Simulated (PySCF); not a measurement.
# Electronic structure of Ru²⁺ (ruthenium, charge +2) at the BP86 level

Configuration: [Kr] 4d6, high-spin 5D determinant. Computed with PySCF 2.14 in x2c-SVPall (6s5p5d1f, 53 functions), with scalar relativity by spin-free X2C-1e.

| Item | Value |
| --- | --- |
| Total energy | -4529.53 hartree |
| One-electron energy | -6212.12 hartree |
| Hartree (Coulomb) energy | 1817.36 hartree |
| Exchange-correlation energy | -134.77 hartree |
| ⟨S²⟩ | 6.0007 |
| ⟨L²⟩ | 6.011 |
| Sum of ⟨r⟩ | 26.08 bohr |
| Sum of ⟨r²⟩ | 31.03 bohr² |
| Traceless quadrupole moment −½Σ⟨3z² − r²⟩ along its main axis | 0.742 e·bohr² |
| Langevin diamagnetic susceptibility | -24.6 ×10⁻⁶ cm³/mol |
| Time after the integrals | 1 s of wall time on 1 thread of Neoverse-V2 (shared host) |

```
shell  electrons  mean orbital energy (eV)  spread (eV)  rms radius, mean of both spins (bohr)
 1s α          1                  -21928.7            0                                 0.0384
 1s β          1                  -21928.7            0                                 0.0384
 2s α          1                   -3171.8            0                                  0.158
 2s β          1                   -3171.2            0                                  0.158
 2p α          3                   -2845.1        0.285                                  0.140
 2p β          3                   -2844.7        0.174                                  0.140
 3s α          1                   -575.59            0                                  0.430
 3s β          1                   -575.27            0                                  0.430
 3p α          3                   -467.95        0.591                                  0.435
 3p β          3                   -467.59        0.504                                  0.435
 3d α          5                   -294.22        0.685                                  0.420
 3d β          5                   -293.69        0.470                                  0.420
 4s α          1                   -97.660            0                                   1.08
 4s β          1                   -94.907            0                                   1.08
 4p α          3                   -67.648        1.329                                   1.20
 4p β          3                   -64.728        0.551                                   1.20
 4d α          5                   -25.404        1.473                                   1.66
 4d β          1                   -22.865            0                                   1.66
```

Densities and radii are taken from the X2C orbitals without a picture-change correction, which distorts them close to the nucleus.
